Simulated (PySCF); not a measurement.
Compound: C₉H₆.
SMILES: `C#CC#C/C=C(/C)C#C`

Level of theory: PBE0/def2-SVPD in PySCF (dipole) on a GFN2-xTB geometry, gas phase.

Take the most abundant isotopes and a rigid rotor. 

**Question.** Give the principal moments of inertia and the rotational constants in cm⁻¹.

**Answer.** Ia = 132.59, Ib = 663.37, Ic = 792.85 u·Å²; 505379 MHz·u·Å²/I gives 3812, 761.8 and 637.4 MHz, that is A = 0.12714, B = 0.02541, C = 0.02126 cm⁻¹.

**Question.** What kind of rotor is it?

**Answer.** A near-prolate asymmetric top. Ray's parameter κ = (2B − A − C)/(A − C) = -0.922; −1 is the prolate and +1 the oblate limit.

**Question.** Is it planar, by Δ = Ic − Ia − Ib?

**Answer.** Not planar: Δ = Ic − Ia − Ib = -3.12 u·Å². For a rigid frame Δ = −2 Σ m c², so Σ m c² = 1.56 u·Å² lies off the ab plane, practically all of it from hydrogen. The atom farthest from that plane is 0.89 Å away.

**Question.** Give the coordinates in the principal-axis frame, origin at the centre of mass.

**Answer.** The sense of each axis is arbitrary; atoms in the order of the calculation.
| atom | mass (u) | a (Å) | b (Å) | c (Å) |
| --- | --- | --- | --- | --- |
| C1 | 12.000 | 4.201 | 0.309 | -0.001 |
| C2 | 12.000 | 3.042 | -0.024 | 0.002 |
| C3 | 12.000 | 1.743 | -0.406 | 0.001 |
| C4 | 12.000 | 0.579 | -0.750 | 0.000 |
| C5 | 12.000 | -0.750 | -1.177 | -0.003 |
| C6 | 12.000 | -1.807 | -0.341 | -0.001 |
| C7 | 12.000 | -3.223 | -0.826 | 0.003 |
| C8 | 12.000 | -1.626 | 1.059 | -0.001 |
| C9 | 12.000 | -1.501 | 2.254 | 0.000 |
| H10 | 1.008 | 5.208 | 0.599 | -0.001 |
| H11 | 1.008 | -0.907 | -2.250 | -0.008 |
| H12 | 1.008 | -3.741 | -0.455 | 0.888 |
| H13 | 1.008 | -3.264 | -1.913 | -0.003 |
| H14 | 1.008 | -3.753 | -0.446 | -0.871 |
| H15 | 1.008 | -1.377 | 3.296 | -0.003 |

**Question.** List the rotational levels J(Ka,Kc) to J = 2 (MHz).

**Answer.** Above 0(0,0):
J = 1: 1(0,1) 1399, 1(1,1) 4449, 1(1,0) 4573
J = 2: 2(0,2) 4194, 2(1,2) 7123, 2(1,1) 7496, 2(2,1) 16645, 2(2,0) 16649

**Question.** Which types of transition are allowed, and where do some lines up to J = 2 fall?

**Answer.** The dipole components are |μa| = 1.23 D, |μb| = 0.08 D, |μc| = 0.00 D; the mirror of this Cs structure is the ab plane, so μc vanishes by symmetry and there are no c-type lines. Intensities carry the squares of the components, which stand as 1.00 : 0.00 (a : b). Some of the stronger lines:

| type | branch | J(Ka,Kc) | MHz | lower level (cm⁻¹) |
| --- | --- | --- | --- | --- |
| a | Q | 2(1,1) ← 2(1,2) | 373 | 0.238 |
| a | R | 1(0,1) ← 0(0,0) | 1399 | 0.000 |
| a | R | 2(1,2) ← 1(1,1) | 2674 | 0.148 |
| a | R | 2(0,2) ← 1(0,1) | 2795 | 0.047 |
| a | R | 2(1,1) ← 1(1,0) | 2923 | 0.153 |

**Question.** Estimate the classical rotational partition function at 10 K, 100 K and 200 K.

**Answer.** Point group Cs, symmetry number σ = 1; q = (√π/σ)·√((kT/h)³/(ABC)), k/h = 20836.6 MHz/K: 3920 at 10 K, 124000 at 100 K, 350000 at 200 K.

Stationary, but not proved a minimum. No vibrational averaging or centrifugal distortion is included, and the geometry carries the error of its method. A rigid rotor knows nothing of internal rotation, which can split or shift real lines.
